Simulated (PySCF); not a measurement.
Isomers of H6OSeSi2, mass 157.912 u with the commonest isotopes. Theory: PBE0-D3(BJ)/def2-SVP geometry optimisation, gas phase in PySCF. One conformer each, none proved a minimum here; rigid rotors.

Question: Order these by dipole moment, largest first.
A. `[OH:1][SiH2:2][SiH2:3][SeH:4]` with H–O1–Si2–Si3 -179°, O1–Si2–Si3–Se4 -178°, Si2–Si3–Se4–H 57°
B. `[OH:1][SiH2:2][Se:3][SiH3:4]` with H–O1–Si2–Se3 -53°, O1–Si2–Se3–Si4 97°
C. `[SiH3:1][O:2][SiH2:3][SeH:4]` with Si1–O2–Si3–Se4 27°, O2–Si3–Se4–H 68°

Answer: A (2.07 D), B (1.70 D), C (0.58 D).

Question: Order these by out-of-plane moment Σ m c² = (Ia + Ib − Ic)/2, largest first.
A. `[SiH3:1][O:2][SiH2:3][SeH:4]` with Si1–O2–Si3–Se4 27°, O2–Si3–Se4–H 68°
B. `[OH:1][SiH2:2][Se:3][SiH3:4]` with H–O1–Si2–Se3 -53°, O1–Si2–Se3–Si4 97°
C. `[OH:1][SiH2:2][SiH2:3][SeH:4]` with H–O1–Si2–Si3 -179°, O1–Si2–Si3–Se4 -178°, Si2–Si3–Se4–H 57°

Answer: B (26.63 u·Å²), A (8.69 u·Å²), C (7.43 u·Å²).

Question: Order these by rotational constant A, largest first.
A. `[OH:1][SiH2:2][Se:3][SiH3:4]` with H–O1–Si2–Se3 -53°, O1–Si2–Se3–Si4 97°
B. `[OH:1][SiH2:2][SiH2:3][SeH:4]` with H–O1–Si2–Si3 -179°, O1–Si2–Si3–Se4 -178°, Si2–Si3–Se4–H 57°
C. `[SiH3:1][O:2][SiH2:3][SeH:4]` with Si1–O2–Si3–Se4 27°, O2–Si3–Se4–H 68°

Answer: B (8292 MHz), C (5010 MHz), A (3845 MHz).

| SMILES | point group | Ia (u·Å²) | Ib (u·Å²) | Ic (u·Å²) | κ | μa (D) | μb (D) | μc (D) |
| --- | --- | --- | --- | --- | --- | --- | --- | --- |
| O[SiH2][SiH2][SeH] | – | 60.95 | 565.78 | 611.88 | -0.98 | 1.74 | 1.03 | 0.44 |
| O[SiH2][Se][SiH3] | C1 | 131.45 | 306.73 | 384.92 | -0.74 | 0.58 | 1.56 | 0.33 |
| [SiH3]O[SiH2][SeH] | C1 | 100.87 | 426.82 | 510.32 | -0.90 | 0.33 | 0.05 | 0.47 |
